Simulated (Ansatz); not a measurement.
**CCSD(T) forces**

CH$_{2}$BClO (SMILES ClB1CO1), closed shell, displaced at random from a GFN2-xTB minimum.

```
atom    x (Å)    y (Å)    z (Å)
 Cl1  -0.6643  -2.2370   0.5995
  B2  -0.3366  -0.7080   0.0650
  C3   0.4001   0.5930   0.1147
  O4  -0.7816   0.1621  -0.8048
  H5   1.3795   0.7840  -0.5615
  H6   0.2033   1.5025   0.6343
```

Program: Ansatz 0.2.0. Basis: def2-TZVPP. Cores are frozen in the correlated methods.

CCSD(T) forces from the calculation:
```json
{"atom": "Cl1", "Fx": "-0.449", "Fy": "-2.125", "Fz (eV/Å)": "0.645"}
{"atom": "B2", "Fx": "0.472", "Fy": "0.940", "Fz (eV/Å)": "0.467"}
{"atom": "C3", "Fx": "3.008", "Fy": "0.913", "Fz (eV/Å)": "-2.597"}
{"atom": "O4", "Fx": "-0.317", "Fy": "0.767", "Fz (eV/Å)": "-0.770"}
{"atom": "H5", "Fx": "-2.195", "Fy": "-0.730", "Fz (eV/Å)": "1.555"}
{"atom": "H6", "Fx": "-0.519", "Fy": "0.235", "Fz (eV/Å)": "0.700"}
```

(1) Which atom feels the largest CCSD(T) force, and how large is it?

The T1 diagnostic stays at or below 0.015. These are differences at one structure, and CCSD(T) in triple zeta is itself an approximation.

Answers

(1) C3, 4.08 eV/Å, along (0.74, 0.22, -0.64).

Root-mean-square difference of the force components from those of CCSD(T): PBE0-D4 0.259; wB97M-V 0.212; r2SCAN-D4 0.124; PBE-D4 0.180; CAM-B3LYP-D4 0.295; revPBE-D4 0.224 eV/Å.

For scale, one of the runs: CCSD(T)/def2-TZVPP forces, 163 basis functions (an equivalent command: `ansatz run in.yaml --threads 4`). The run took 81 s on 4 CPU threads (shared host), with 2.4 GiB of host memory at its peak.
